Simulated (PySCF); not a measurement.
What does the PBE0-D3(BJ)/def2-SVP structure of `CC(I)=C=O` look like in three dimensions?

```
atom  x, y, z in Å
C1    -0.9558   -0.2237    0.2656
C2     0.3771    0.3206   -0.1385
I3     0.6246    2.3936   -0.4075
C4     1.4675   -0.3835   -0.3593
O5     2.4334   -1.0017   -0.5541
H6    -1.2802    0.1962    1.2307
H7    -0.9037   -1.3179    0.3718
H8    -1.7256    0.0085   -0.4872
```

Any rigid rotation of these coordinates is as good. Atoms count from 1 in this order. The 5 heavy atoms lie in one plane (0.000 Å rms). The C–C distances run from 1.317 Å (C2=C4, drawn double) to 1.495 Å (C1–C2, drawn single), a spread of 0.178 Å.

Bonds between heavy atoms (Å): C1–C2 1.495, C2–I3 2.105, C2=C4 1.317, C4=O5 1.163.

The calculation used PBE0-D3(BJ)/def2-SVP geometry optimisation, gas phase, def2 core potentials past Kr in PySCF 2.14.0.

Point group: Cs (every atom within 0.08 Å of its image). Whether it is a minimum is left open (no frequencies).
